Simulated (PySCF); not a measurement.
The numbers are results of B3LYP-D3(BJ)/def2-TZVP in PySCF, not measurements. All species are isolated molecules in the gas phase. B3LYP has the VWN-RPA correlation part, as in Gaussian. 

Reference species (SMILES): `C=C=[SiH2]` (neutral, multiplicity 1).

```json
{
  "LUMO": "-1.26 eV",
  "HOMO": "-6.06 eV"
}
```

Changed species: `C1C[Si]1`.

Task: What does the change do to the LUMO and HOMO?

Result: the LUMO falls by 1.37 eV, to -2.63 eV; the HOMO falls by 0.28 eV, to -6.34 eV.
